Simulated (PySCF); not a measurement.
# Excitation energy of Ga+ by level of theory

Ga+ [Ar] 3d10 4s2 (1S) → Ga+ [Ar] 3d9 4s2 4p1 (high-spin determinant), as a difference of total energies. Calculation: PySCF 2.14, in x2c-TZVPPall (6s5p4d1f, 48 functions); the spin-free X2C one-electron Hamiltonian (Gaussian nucleus). Correlated levels: valence and next inner shell: [Ne] frozen. The calculations carry no spin-orbit coupling.

```json
{"method": "UHF", "excitation energy (eV)": "19.217"}
{"method": "LDA", "excitation energy (eV)": "21.851"}
{"method": "PBE", "excitation energy (eV)": "21.272"}
{"method": "PBE0", "excitation energy (eV)": "20.905"}
{"method": "r2SCAN", "excitation energy (eV)": "20.904"}
{"method": "CAM-B3LYP", "excitation energy (eV)": "20.973"}
{"method": "PBEsol", "excitation energy (eV)": "21.438"}
{"method": "wB97X", "excitation energy (eV)": "21.103"}
{"method": "wB97X-V", "excitation energy (eV)": "21.025"}
{"method": "MP2 (valence and next inner shell)", "excitation energy (eV)": "21.163"}
{"method": "SCS-MP2 (valence and next inner shell)", "excitation energy (eV)": "20.938"}
```

Q: How much does correlation contribute at MP2 (valence and next inner shell)?

A: 21.163 − (19.217) = 1.946 eV, measured against UHF.

A first-order spin-orbit estimate (lowest level to lowest level, LS coupling) adds -0.110 eV.

The upper state lies above the first ionisation limit, where it may autoionise and the basis confines it.

The basis was made for the ground configuration and has no added diffuse functions, so the excitation energy can come out too high.

The determinant of the upper state mixes LS terms, which raises its energy above the lowest term, most at the Hartree-Fock and MP2 levels.
